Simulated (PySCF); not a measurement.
# C₆ coefficients of unlike pairs at PBE0

Calculated with PySCF 2.14 from the dipole response of each species, C₆(A,B) = (3/π) ∫ α_A(iu) α_B(iu) du, in atomic units, from isotropic polarisabilities. For ions this is the dispersion term alone; charge-induced terms of lower order in 1/R come first.

| species | configuration | basis | relativity | α (bohr³) | C₆ (like pair) |
| --- | --- | --- | --- | --- | --- |
| Ca²⁺ | [Ar] (1S) | aug-cc-pVDZ-X2C (6s5p3d) | spin-free X2C | 2.984 | 8.639 |
| As | [Ar] 3d10 4s2 4p3 (4S) | def2-QZVPPD (12s7p5d4f1g) | none | 31.33 | 266.5 |
| Ge⁺ | [Ar] 3d10 4s2 4p1 (2P) | x2c-QZVPPall with one added diffuse shell each of s, p, d, f type (12s9p6d5f1g) | spin-free X2C | 18.95 | 110.2 |
| In⁺ | [Kr] 4d10 5s2 (1S) | aug-cc-pVQZ-DK3 (9s8p6d3f2g) | spin-free X2C | 24.98 | 169.3 |

Task: Estimate C₆ for In⁺ with Ca²⁺.

Result: The integral gives 33.77. The combination rule 2 C_A C_B / (C_A α_B/α_A + C_B α_A/α_B) gives 31.61 and the geometric mean 38.25.

No spin-orbit coupling is included.

The other pairs:

```csv
pair,C₆
"In⁺, As",211.9
"Ge⁺, As",171.0
"In⁺, Ge⁺",136.4
"Ge⁺, Ca²⁺",27.32
"As, Ca²⁺",41.18
```
